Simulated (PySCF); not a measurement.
**Relaxation of quartet RuN(OH)₂**

Level of theory: PySCF, UPBE0, basis Ru def2-TZVP with ECP28, N def2-TZVP, O def2-TZVP, H def2-TZVP (scalar-relativistic core potentials, no spin–orbit coupling, density fitting). A (50,194) grid was used.

A hand-made trigonal pyramidal (heavy-atom frame) start, with no symmetry imposed:

Coordinates in bohr (charge 0 multiplicity 4):
```
Ru    0.0915   -0.0093   -0.5299
N     2.9947   -0.0093    1.0138
O    -1.4769    2.7073    1.1380
O    -1.4769   -2.7260    1.1380
H    -0.7881    4.2938    1.6854
H    -3.1953   -2.9227    1.6854
```

Optimiser trace:
| step | E − E(last) (kJ/mol) | largest gradient (Eh/bohr) |
| --- | --- | --- |
| 0 | 111.86 | 0.08280 |
| 2 | 20.13 | 0.02315 |
| 4 | 15.74 | 0.01266 |
| 6 | 14.27 | 0.00322 |
| 8 | 12.78 | 0.00345 |
| 10 | 10.37 | 0.00852 |
| 12 | 7.79 | 0.01047 |
| 14 | 3.77 | 0.01854 |
| 16 | 1.38 | 0.00557 |
| 18 | 0.75 | 0.00323 |
| 20 | 0.41 | 0.00344 |
| 22 | 0.26 | 0.00271 |
| 24 | 0.19 | 0.00121 |
| 26 | 0.09 | 0.00228 |
| 28 | 0.03 | 0.00108 |
| 30 | 0.00 | 0.00075 |
| 31 | 0.00 | 0.00029 |

It ends at Cs with O–H 0.960 Å, O–H 0.963 Å, Ru–N 1.638 Å, Ru–O 1.890 Å, Ru–O 1.904 Å; H–O–Ru 116.4°, H–O–Ru 119.7°, N–Ru–O 107.9°, N–Ru–O 111.3°, O–Ru–O 140.8° (after a last refinement on a finer grid). A frequency run shows a minimum. Other isomers or separated fragments may lie lower.

Other spin states or occupations of the open shell can lie lower. At this level a doublet minimum of C2v symmetry lies 112 kJ/mol below this structure.
